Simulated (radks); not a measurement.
Q: Isoelectronic series with 43 electrons, each ion in its NIST ground configuration. All-electron calculation, Dirac Kohn-Sham, LDA (Slater exchange, Perdew-Wang correlation), spin-unpolarised, spherical densities, point nucleus; open shells fill j = l - 1/2 first. Program: a radial shooting solver on a logarithmic mesh with Libxc functionals. Total energies (hartree) and mean radii <r> (bohr) (* marks an orbital that is empty in some or all of the ions):

ion,configuration,E (hartree),5s1/2*,4d5/2,4d3/2
Tc,[Kr] 4d5 5s2,-4281.95710,3.276,1.741,1.717
Pd3+,[Kr] 4d7,-5039.81475,2.367,1.313,1.300
In6+,[Kr] 4d7,-5867.84508,1.861,1.047,1.037
Cs12+,[Kr] 4d7,-7737.6833,1.350,0.7721,0.7646
Ce15+,[Kr] 4d7,-8781.8838,1.195,0.6873,0.6802
Pm18+,[Kr] 4d7,-9900.8803,1.073,0.6205,0.6137
Gd21+,[Kr] 4d7,-11096.3769,0.9747,0.5663,0.5596
Ho24+,[Kr] 4d7,-12370.2899,0.8930,0.5213,0.5146
Yb27+,[Kr] 4d7,-13724.7695,0.8238,0.4832,0.4764
Ta30+,[Kr] 4d7,-15162.2286,0.7643,0.4504,0.4436
Os33+,[Kr] 4d7,-16685.3798,0.7125,0.4219,0.4151

Estimate the row of Te9+ ([Kr] 4d7).

A: E (hartree) -6766.77323; 5s1/2* 1.559; 4d5/2 0.8849; 4d3/2 0.8768.
